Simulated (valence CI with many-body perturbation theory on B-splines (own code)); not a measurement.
Questions on W42+

Computed by relativistic CI+MBPT: four valence electrons over a frozen Dirac-Fock core [Ar] 3d10, radial functions for each j: 9 s, 9 p, 8 d, 6 f, 3 g, 1 h, with the one-electron correlation potential Σ1 (screened to all orders), the two-electron term Σ2, the three-electron term Σ3, Breit, model QED; selected single and double excitations, second order for the rest, scaled by the run's own slope (own B-spline code, finite nucleus).

No measured spectrum was set against this ion. As an estimate, large intervals hold to a few tenths of a per cent, small ones and those within an open d or f shell to about a per cent.

Levels are named by their leading jj configuration (3d3/2^4 stands for four electrons in 3d with j = 3/2), which in mixed levels can hold well under half, so a name can repeat and another be missing.

Rates and lifetimes use the calculated energies. Strong lines usually hold to 10 to 20 %, long lifetimes can be off by a factor of two.

**Question.** What is the ground level?

**Answer.** (4s^2 4p1/2^2) J=0, composition 70 % 4s²4p² ³P + 29 % 4s²4p² ¹S.

**Question.** What is the ionisation energy?

**Answer.** 2147 eV; NIST lists 2149.1 ± 2.1 eV (semi-empirical).

**Question.** Among levels below 30.472 Ry, which E1 lines absorb most strongly from the ground level?

**Answer.** to (4s^2 4p1/2 4d3/2) J=1 at 4.717 nm, f = 1.64; to (4s 4p1/2^2 4p3/2) J=1 at 6.128 nm, f = 0.541; to (4s 4p1/2 4p3/2^2) J=1 at 4.160 nm, f = 0.0137.

**Question.** Name the longest-lived excited levels whose lifetime is computed, and their main decay.

**Answer.** (4s^2 4p1/2 4p3/2) J=2 at 7.045 Ry lives 6.71 μs, mostly by E2 to (4s^2 4p1/2^2) J=0; (4s^2 4p3/2 4d5/2) J=4 at 26.656 Ry lives 238 ns, mostly by M1 to (4s^2 4p1/2 4d5/2) J=3; (4s^2 4p1/2 4p3/2) J=1 at 6.729 Ry lives 200 ns, mostly by M1 to (4s^2 4p1/2^2) J=0.

**Question.** How well does LS coupling describe the low levels?

**Answer.** Among the lowest 20 levels the leading LS term, summed over configurations, holds 58 % on average. For single configurations the figures are 56 % in LS and 89 % in jj coupling. Terms mix most in the J = 2 level at 25.379 Ry, where the leading one holds 28 %.
